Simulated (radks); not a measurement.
Species: In44+. Configuration: [He] 2s2 2p1. Calculated with a radial shooting solver on a logarithmic mesh with Libxc functionals: Dirac Kohn-Sham, relativistic LDA (MacDonald-Vosko exchange, VWN5 correlation), spin-unpolarised, spherical densities, finite nucleus; open shells fill j = l - 1/2 first; Fermi nuclear charge, rms radius 4.6156 fm.

Normalised radial functions P(r) = r R(r) (large component), r in bohr:

```
   r/bohr * 2p1/2 (the largest magnitude, 3.04, reaches the edge; | marks zero)
 0.001021 *
 0.001237 *
 0.001499 *
 0.001802 *
 0.002183 |*
 0.002645 |*
 0.003205 |*
 0.003883 |*
 0.004668 | *
 0.005656 |  *
 0.006853 |  *
 0.008303 |    *
  0.01006 |     *
  0.01219 |       *
  0.01465 |          *
  0.01775 |             *
  0.02151 |                  *
  0.02607 |                       *
  0.03158 |                             *
  0.03796 |                                   *
    0.046 |                                          *
  0.05574 |                                                *
  0.06753 |                                                     *
  0.08183 |                                                      *
  0.09836 |                                                    *
   0.1192 |                                              *
   0.1444 |                                    *
    0.175 |                         *
    0.212 |               *
   0.2548 |       *
   0.3088 |  *
   0.3741 |*
```

2p1/2: eigenvalue -7326.7 eV, 0 radial nodes, <r> = 0.102 bohr, 90 % of the charge inside 0.165 bohr.
